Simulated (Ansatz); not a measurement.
`C=C[Se][GeH3]` + HI → `C=CI` + `[GeH3][SeH]` at 600 K and 1 bar (substitution at a C–Se bond).

Program: Ansatz. Geometries: PBE0-D4/def2-TZVP. ΔE: electronic, gas phase. CCSD(T)/CBS adds triple-zeta CCSD(T) − MP2 to the extrapolated MP2 energy (def2 sets, frozen cores). Elements past krypton have def2 core potentials. For Ge, I, Se outer-core shells are correlated without core-valence functions, which leaves a few kJ/mol of doubt a bond. Scalar relativity is left out up to krypton. One conformer a species, not always the lowest.

| species | CCSD(T)/CBS energy (Eh) | H − E (kJ/mol) | S (J/(mol·K)) |
| --- | --- | --- | --- |
| `C=C[Se][GeH3]` | -4556.51530 | 233.9 | 450.7 |
| HI | -298.03592 | 31.6 | 227.0 |
| `C=CI` | -375.31882 | 143.2 | 331.3 |
| `[GeH3][SeH]` | -4479.23116 | 121.4 | 357.3 |

H − E and S are ideal-gas, rigid-rotor, harmonic terms from PBE0-D4/def2-TZVP, for one conformer and one mirror image of each species. 1 Eh = 2625.50 kJ/mol, R = 8.31446 J/(mol·K).

Task: By hand: ΔE, ΔH, ΔS and ΔG.

Result: ΔE = (-375.31882) + (-4479.23116) − (-4556.51530) − (-298.03592) = 0.00124 Eh = 3.3 kJ/mol. Δ(H − E) = 143.2 + 121.4 − 233.9 − 31.6 = -0.9, so ΔH = 2.4 kJ/mol. ΔS = 331.3 + 357.3 − 450.7 − 227.0 = 10.9 J/(mol·K). ΔG = 2.4 − 600 × (10.9)/1000 = -4.1 kJ/mol.

Task: By hand: the equilibrium constant, and the temperature at which ΔG would vanish if ΔH and ΔS stayed fixed.

Result: log₁₀ K = −ΔG/(RT ln 10) = 0.4. ΔG = 0 at ΔH/ΔS = 220 K, though so small a ΔH makes that figure unsure.

TΔS isn't small against ΔH here. The sign of ΔG lies within the doubt. A doubt of 5 kJ/mol in ΔE shifts log₁₀ K by 0.4 here. Other conformers and mirror images would add mixing entropy, several J/(mol·K) or more a flexible species. Modes under 60 cm⁻¹, often nearly free rotors, make the harmonic entropy too high. These are equilibria of isolated gas molecules and say nothing of rates. Largest T1 diagnostic: 0.011 (customary marks: 0.02 for closed shells, 0.045 for open ones).
